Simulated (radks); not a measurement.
Results of a calculation; reference values are marked as such.
Fractional charge and spin in the 5p shell of erbium: the spin-up occupation runs from 2 to 3 and the spin-down occupation from 2 to 3; the fullest corner is Er, [Kr] 4d10 4f(up 6, down 6) 5s2 6s2 5p(up 3, down 3). Code: a radial shooting solver on a logarithmic mesh with Libxc functionals. Model: scalar-relativistic Kohn-Sham, r2SCAN, spin-polarised, spherical densities, finite nucleus; meta-GGA in the generalised Kohn-Sham scheme; Fermi nuclear charge, rms radius of each element as measured or else 0.836 A^(1/3) + 0.57 fm. Energy (eV) minus the two flat planes that join the four corners (they meet along the diagonal where the two added fractions sum to one electron); zero is where a piecewise linear energy would lie.

\begin{tabular}{lrrrrr}
down \ up & 2 & 2.25 & 2.5 & 2.75 & 3 \\ \hline
2 & 0.000 & -1.108 & -1.470 & -1.097 & 0.000 \\
2.25 & -1.108 & -1.375 & -0.914 & 0.265 & -0.983 \\
2.5 & -1.470 & -0.914 & 0.353 & -0.813 & -1.297 \\
2.75 & -1.097 & 0.265 & -0.813 & -1.215 & -0.961 \\
3 & 0.000 & -0.983 & -1.297 & -0.961 & 0.000 \\
\end{tabular}

Corners above the fullest one (they belong to Er+ and the next ion): (up 3, down 2) 32.425 eV, (up 2, down 3) 32.425 eV, (up 2, down 2) 77.374 eV. With half an added electron in each spin the energy lies 0.353 eV from the planes, and with half an added electron in spin up alone -1.470 eV. The planes are only a guide here: the flat-plane condition holds for ground states with one frontier orbital, while this shell lies below other occupied shells, so the corners above the fullest one are inner-hole states and not the ground states of those ions.
